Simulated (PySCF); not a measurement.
Mg: excitation energy

Mg [Ne] 3s2 (1S) → Mg [Ne] 3p2 (3P), as a difference of total energies. Calculation: PySCF 2.14, in aug-cc-pCVTZ-DK; scalar relativity by spin-free X2C-1e. Correlated levels: nothing frozen. The calculations carry no spin-orbit coupling.

```csv
method,excitation energy (eV)
UHF,6.300
MP2 (all electrons),6.980
SCS-MP2 (all electrons),7.160
CCSD (all electrons),7.086
CCSD(T) (all electrons),7.118
```

Errors of the correlated levels include the incompleteness of this basis.

Q: Which method comes closest to the reference value, and which is furthest?

A: The reference is 7.173 eV (measured; NIST levels, between the centres of gravity of the two terms). Closest: SCS-MP2 (all electrons) (error -0.013 eV); furthest: UHF (error -0.873 eV).
